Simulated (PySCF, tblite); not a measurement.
Isomers of C8H10Si. Level: GFN2-xTB in tblite, geometry and Hessian alike; calculated harmonic values, unscaled, isolated species. This tight-binding method is rough: wavenumbers can miss measured ones by several per cent, in bad cases by 10 to 20. Modes of hydrogen on silicon can be 10 to 20 % off. One conformer each.

Electronic energies: PBE0-D3(BJ)/def2-SVP at its own geometries (PySCF, gas phase).

```json
{"SMILES": "CC#CC#C/C=C\\C[SiH3]", "electronic energy, lowest = 0 (kJ/mol)": "164.8"}
{"SMILES": "C#C[SiH2]C#CC1CCC1", "electronic energy, lowest = 0 (kJ/mol)": "181.1"}
{"SMILES": "CC#CC#C/C=C/C[SiH3]", "electronic energy, lowest = 0 (kJ/mol)": "170.1"}
{"SMILES": "CC#CC1=C[Si@@H](C)C=C1", "electronic energy, lowest = 0 (kJ/mol)": "0.0"}
{"SMILES": "C#C[Si]1(C=C)CC=CC1", "electronic energy, lowest = 0 (kJ/mol)": "18.8"}
```

Task: How do GFN2-xTB zero-point energies change the relative energies?

Result: 
```json
{"SMILES": "CC#CC1=C[Si@@H](C)C=C1", "ZPE (kJ/mol)": "381.1", "of it from modes above 1550 cm⁻¹": "209.9", "electronic (kJ/mol)": "0.0", "with ZPE, lowest = 0 (kJ/mol)": "0.0", "lowest mode (cm⁻¹)": "30", "rings": "1"}
{"SMILES": "C#C[Si]1(C=C)CC=CC1", "ZPE (kJ/mol)": "386.5", "of it from modes above 1550 cm⁻¹": "216.2", "electronic (kJ/mol)": "18.8", "with ZPE, lowest = 0 (kJ/mol)": "24.2", "lowest mode (cm⁻¹)": "49", "rings": "1"}
{"SMILES": "CC#CC#C/C=C\\C[SiH3]", "ZPE (kJ/mol)": "363.9", "of it from modes above 1550 cm⁻¹": "203.9", "electronic (kJ/mol)": "164.8", "with ZPE, lowest = 0 (kJ/mol)": "147.6", "lowest mode (cm⁻¹)": "4i", "rings": "0"}
{"SMILES": "CC#CC#C/C=C/C[SiH3]", "ZPE (kJ/mol)": "363.4", "of it from modes above 1550 cm⁻¹": "203.8", "electronic (kJ/mol)": "170.1", "with ZPE, lowest = 0 (kJ/mol)": "152.4", "lowest mode (cm⁻¹)": "30", "rings": "0"}
{"SMILES": "C#C[SiH2]C#CC1CCC1", "ZPE (kJ/mol)": "378.5", "of it from modes above 1550 cm⁻¹": "199.1", "electronic (kJ/mol)": "181.1", "with ZPE, lowest = 0 (kJ/mol)": "178.5", "lowest mode (cm⁻¹)": "5", "rings": "1"}
```

The zero-point energies span 23.1 kJ/mol, from `CC#CC#C/C=C/C[SiH3]` to `C#C[Si]1(C=C)CC=CC1`. Slightly imaginary modes are left out of the zero-point energy: `CC#CC#C/C=C\C[SiH3]` 4.1i cm⁻¹. The order is unchanged.

Task: And how do the electronic energies of GFN2-xTB itself compare?

Result: `CC#CC1=C[Si@@H](C)C=C1` 0.0; `C#C[Si]1(C=C)CC=CC1` 87.7; `CC#CC#C/C=C\C[SiH3]` 46.8; `CC#CC#C/C=C/C[SiH3]` 47.9; `C#C[SiH2]C#CC1CCC1` 72.7 kJ/mol, lowest = 0. Against the energies above, taken from the same isomer `CC#CC1=C[Si@@H](C)C=C1`, the largest difference is 122.2 kJ/mol. The two levels were optimised apart and needn't hold the same conformer.
